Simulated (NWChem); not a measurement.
System: SnF cation, singlet; SMILES [F][Sn+]

NWChem input:

```
start job
memory heap 200 mb stack 900 mb global 1100 mb
charge 1
geometry units angstroms noautoz
  Sn     0.000000     0.000000    -0.240315
  F      0.000000     0.000000     1.663356
end
basis spherical
  * library def2-tzvp
end
ecp
  Sn library def2-ecp
end
dft
  xc mn15
  iterations 150
  mulliken
end
task dft energy
```

Excerpt of the output:

```
             Northwest Computational Chemistry Package (NWChem) 7.3.0
             --------------------------------------------------------

 ORDER OF PRIMARY AXIS IS BEING SET TO 4
 C4V symmetry detected

                             Geometry "geometry" -> ""
                             -------------------------

 Output coordinates in angstroms (scale by  1.889725989 to convert to a.u.)

  No.       Tag          Charge          X              Y              Z
 ---- ---------------- ---------- -------------- -------------- --------------
    1 Sn                  50.0000     0.00000000     0.00000000    -0.29039049
    2 F                    9.0000     0.00000000     0.00000000     1.61328051

 Effective nuclear repulsion energy (a.u.)     125.0897671130

      Symmetry information
      --------------------

 Group name             C4v
 Group number             18
 Group order               8
 No. of unique centers     2

                                 NWChem DFT Module
                                 -----------------

 Summary of "ao basis" -> "ao basis" (spherical)
 ------------------------------------------------------------------------------
       Tag                 Description            Shells   Functions and Types
 ---------------- ------------------------------  ------  ---------------------
 Sn                        def2-tzvp                16       50   6s5p3d2f
 F                         def2-tzvp                11       31   5s3p2d1f

      Symmetry analysis of basis
      --------------------------

        a1         27
        a2          0
        b1          8
        b2          8
        e          38

            General Information
            -------------------
          SCF calculation type: DFT
          Wavefunction type:  closed shell.
          No. of atoms     :     2
          No. of electrons :    30
           Alpha electrons :    15
            Beta electrons :    15
          Charge           :     1
          Spin multiplicity:     1
          Use of symmetry is: on ; symmetry adaption is: on
          Maximum number of iterations: 150
          AO basis - number of functions:    81
                     number of shells:    27
          Convergence on energy requested:  1.00D-06
          Convergence on density requested:  1.00D-05
          Convergence on gradient requested:  5.00D-04

              XC Information
              --------------
                         MN15 Method XC Functional
                     Hartree-Fock (Exact) Exchange  0.440
                          MN15 Exchange Functional  1.000
                        MN15 Correlation Potential  1.000

             Grid Information
             ----------------
          Grid used for XC integration:  medium
          Radial quadrature: Mura-Knowles
          Angular quadrature: Lebedev.
          Tag              B.-S. Rad. Rad. Pts. Rad. Cut. Ang. Pts.
          ---              ---------- --------- --------- ---------
          Sn                  1.45      123           8.0       590
          F                   0.50       49           8.0       434
          Grid pruning is: on
          Number of quadrature shells:   172
          Spatial weights used:  Erf1

      Superposition of Atomic Density Guess
      -------------------------------------

 Sum of atomic energies:        -348.53018207

 Renormalizing density from      31.00 to     30

      Non-variational initial energy
      ------------------------------

 Total energy =    -308.761707
 1-e energy   =    -604.789003
 2-e energy   =     240.987798
 HOMO         =      -0.795327
 LUMO         =      -0.370882

      Symmetry analysis of molecular orbitals - initial
      -------------------------------------------------

 !! scf_movecs_sym_adapt:   16 vectors were symmetry contaminated

  Symmetry fudging

 !! scf_movecs_sym_adapt:   16 vectors were symmetry contaminated

  Numbering of irreducible representations:

     1 a1          2 a2          3 b1          4 b2          5 e

  Orbital symmetries:

     1 a1          2 a1          3 a1          4 e           5 e
     6 a1          7 e           8 e           9 b2         10 b1
    11 a1         12 a1         13 e          14 e          15 a1
    16 e          17 e          18 a1         19 e          20 e
    21 a1         22 a1         23 b2         24 b1         25 e

     ---------------------------------------------
      Total Density - Mulliken Population Analysis
     ---------------------------------------------

    Atom       Charge   Shell Charges
 -----------   ------   -------------------------------------------------------
    1 Sn  22    20.27   0.30 -0.81  1.63  0.90  1.42  0.58 -0.40  6.40  0.10  0.07  0.00  9.24  0.77  0.03  0.03  0.00
    2 F    9     9.73   0.78  1.20  0.67  1.03  0.28  2.64  2.41  0.72  0.00  0.01  0.00

   convergence    iter        energy       DeltaE   RMS-Dens  Diis-err
 ---------------- ----- ----------------- --------- --------- ---------
 d= 0,ls=0.0,diis     1   -313.0939342048 -3.68D+02  3.34D-02  4.15D+00
 d= 0,ls=0.0,diis     2   -310.0769656061  3.02D+00  2.52D-02  3.26D+01
 d= 0,ls=0.0,diis     3   -313.3397091807 -3.26D+00  9.71D-03  7.90D-01
 d= 0,ls=0.0,diis     4   -313.3961015246 -5.64D-02  1.84D-03  6.12D-02
 d= 0,ls=0.0,diis     5   -313.3992006050 -3.10D-03  3.14D-04  3.66D-03
  Resetting Diis
 d= 0,ls=0.0,diis     6   -313.3995158709 -3.15D-04  1.11D-04  2.30D-04
 d= 0,ls=0.0,diis     7   -313.3995361137 -2.02D-05  2.88D-05  7.70D-06
 d= 0,ls=0.0,diis     8   -313.3995365053 -3.92D-07  1.28D-05  3.40D-06
 d= 0,ls=0.0,diis     9   -313.3995367249 -2.20D-07  3.50D-06  3.11D-07

         Total DFT energy =     -313.399536724910
      One electron energy =     -616.760011252604
           Coulomb energy =      275.982281505197
    Exchange-Corr. energy =      -27.661304507244
 Nuclear repulsion energy =       55.039497529741

 Numeric. integr. density =       29.999992296916

                  Occupations of the irreducible representations
                  ----------------------------------------------

                     irrep           alpha         beta
                     --------     --------     --------
                     a1                7.0          7.0
                     a2                0.0          0.0
                     b1                1.0          1.0
                     b2                1.0          1.0
                     e                 6.0          6.0

                       DFT Final Molecular Orbital Analysis
                       ------------------------------------

 Vector   13  Occ=2.000000D+00  E=-6.736010D-01  Symmetry=e
              MO Center= -4.2D-15,  6.9D-15,  1.5D+00, r^2= 6.6D-01
   Bfn.  Coefficient  Atom+Function         Bfn.  Coefficient  Atom+Function
  ----- ------------  ---------------      ----- ------------  ---------------
    57      0.428450  2 F  py                60      0.338562  2 F  py
    56     -0.241428  2 F  px                63      0.227434  2 F  py
    59     -0.190777  2 F  px                62     -0.128157  2 F  px
    17      0.082961  1 Sn py                11     -0.079022  1 Sn py
    14      0.072903  1 Sn py                23     -0.070673  1 Sn d -1

 Vector   14  Occ=2.000000D+00  E=-6.736010D-01  Symmetry=e
              MO Center= -5.8D-17,  5.9D-17,  1.5D+00, r^2= 6.6D-01
   Bfn.  Coefficient  Atom+Function         Bfn.  Coefficient  Atom+Function
  ----- ------------  ---------------      ----- ------------  ---------------
    56      0.428450  2 F  px                59      0.338562  2 F  px
    57      0.241428  2 F  py                62      0.227434  2 F  px
    60      0.190777  2 F  py                63      0.128157  2 F  py
    16      0.082961  1 Sn px                10     -0.079022  1 Sn px
    13      0.072903  1 Sn px                25      0.070673  1 Sn d  1

 Vector   15  Occ=2.000000D+00  E=-6.345368D-01  Symmetry=a1
              MO Center= -1.0D-14,  2.0D-14,  2.8D-01, r^2= 2.6D+00
   Bfn.  Coefficient  Atom+Function         Bfn.  Coefficient  Atom+Function
  ----- ------------  ---------------      ----- ------------  ---------------
     5      0.541526  1 Sn s                  2      0.383555  1 Sn s
    58      0.361365  2 F  pz                 3     -0.318414  1 Sn s
     6      0.291717  1 Sn s                 61      0.291775  2 F  pz
     1     -0.241676  1 Sn s                 12      0.214409  1 Sn pz
    15     -0.212419  1 Sn pz                 4     -0.208765  1 Sn s

 Vector   16  Occ=0.000000D+00  E=-3.270736D-01  Symmetry=e
              MO Center= -1.1D-14,  5.3D-15, -3.2D-01, r^2= 2.8D+00
   Bfn.  Coefficient  Atom+Function         Bfn.  Coefficient  Atom+Function
  ----- ------------  ---------------      ----- ------------  ---------------
    16      0.563931  1 Sn px                10     -0.364274  1 Sn px
    13      0.347035  1 Sn px                17     -0.291633  1 Sn py
    11      0.188382  1 Sn py                14     -0.179467  1 Sn py
    19      0.119918  1 Sn px                56     -0.119773  2 F  px
    59     -0.092713  2 F  px                62     -0.090866  2 F  px

 Vector   17  Occ=0.000000D+00  E=-3.270736D-01  Symmetry=e
              MO Center= -1.3D-15, -4.3D-15, -3.2D-01, r^2= 2.8D+00
   Bfn.  Coefficient  Atom+Function         Bfn.  Coefficient  Atom+Function
  ----- ------------  ---------------      ----- ------------  ---------------
    17      0.563931  1 Sn py                11     -0.364274  1 Sn py
    14      0.347035  1 Sn py                16      0.291633  1 Sn px
    10     -0.188382  1 Sn px                13      0.179467  1 Sn px
    20      0.119918  1 Sn py                57     -0.119773  2 F  py
    60     -0.092713  2 F  py                63     -0.090866  2 F  py

 Vector   18  Occ=0.000000D+00  E=-2.208675D-01  Symmetry=a1
              MO Center=  2.9D-14, -1.8D-14, -3.6D-01, r^2= 3.6D+00
   Bfn.  Coefficient  Atom+Function         Bfn.  Coefficient  Atom+Function
  ----- ------------  ---------------      ----- ------------  ---------------
    18      0.581982  1 Sn pz                21      0.321249  1 Sn pz
    12     -0.310414  1 Sn pz                15      0.282494  1 Sn pz
     5      0.244905  1 Sn s                 34     -0.194105  1 Sn d  0
    58      0.183659  2 F  pz                55     -0.180777  2 F  s
    61      0.166244  2 F  pz                24      0.151158  1 Sn d  0

     ---------------------------------------------
      Total Density - Mulliken Population Analysis
     ---------------------------------------------

    Atom       Charge   Shell Charges
 -----------   ------   -------------------------------------------------------
    1 Sn  22    20.65   0.29 -0.79  1.55  0.96  1.41  0.52 -0.39  6.27  0.42  0.25  0.01  8.84  1.18  0.09  0.05  0.00
    2 F    9     9.35   0.77  1.20  0.60  0.98  0.40  2.30  2.07  1.03  0.00  0.01  0.00

     -------------------------------------------
      Total Density - Lowdin Population Analysis
     -------------------------------------------

    Atom       Charge   Shell Charges
 -----------   ------   -------------------------------------------------------
    1 Sn  22    20.81   0.00  0.02  0.90  1.08  1.03  0.78  0.07  5.35  0.81  0.35  0.08  8.30  1.67  0.24  0.12  0.00
    2 F    9     9.19   0.86  1.10  0.61  0.77  0.44  2.16  2.13  1.12  0.00  0.01  0.00

     Multipole analysis of the density
     ---------------------------------

     L   x y z        total         alpha         beta         nuclear
     -   - - -        -----         -----         ----         -------
     0   0 0 0      1.000000    -15.000000    -15.000000     31.000000

     1   1 0 0      0.000000      0.000000      0.000000      0.000000
     1   0 1 0     -0.000000     -0.000000     -0.000000      0.000000
     1   0 0 1     -1.477122     -8.421179     -8.421179     15.365237

     2   2 0 0    -16.253815     -8.126907     -8.126907      0.000000
     2   1 1 0     -0.000000     -0.000000     -0.000000      0.000000
     2   1 0 1     -0.000000     -0.000000     -0.000000      0.000000
     2   0 2 0    -16.253815     -8.126907     -8.126907      0.000000
     2   0 1 1      0.000000      0.000000      0.000000      0.000000
     2   0 0 2    -20.437045    -55.355440    -55.355440     90.273835
```

Level: MN15/def2-TZVP with def2 effective core potentials on Sn. Low-valent species are run as closed-shell singlets; no triplet was tried in these runs. Coordinates come from a PBE0/def2-SVP optimisation. def2 effective core potentials on Sn; no spin-orbit coupling.
